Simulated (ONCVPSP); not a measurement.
**Tc: ONCV pseudisation with Wu-Cohen, scalar-relativistic reference atom.**

Tc (Z = 43), optimised norm-conserving Vanderbilt (ONCV), made with ONCVPSP 4.0.1 (Wu-Cohen, scalar-relativistic). Core [Ar] 3d10, reference 4s2 4p6 4d5 5s2. Waves: 4s+5s: rc 1.60 bohr, ncon 4, nbas 8, qcut 7 1/bohr, 2 projectors; 4p: rc 1.85 bohr, ncon 3, nbas 7, qcut 7 1/bohr, 1 projector; 4d: rc 2.45 bohr, ncon 4, nbas 9, qcut 7.2 1/bohr, 2 projectors, debl 1.7 Ha. Local part: polynomial inside 1.00 bohr (lpopt 5, dvloc0 3 Ha). Core correction: none.

Task: Estimate the cutoffs (Ha) at which the residual kinetic energy of the hardest occupied pseudo-wave falls to 1 and 0.1 mHa per electron.

Result: 19 Ha and 23 Ha.

Task: Does the potential have ghost states?

Result: No bound ghost flagged; GHOST(+) flagged for s at 165.7 eV.

Task: Tests: 4s2 4p6 4d5 5s1; 4s2 4p6 4d5 5s0; 4s2 4p6 4d4 5s0; 4s2 4p6 4d4 5s2. Which has the largest error in its energy relative to the reference configuration, and how large is it?

Result: 4s2 4p6 4d4 5s2, with +17 meV (all-electron minus pseudo) on +11.65 eV.
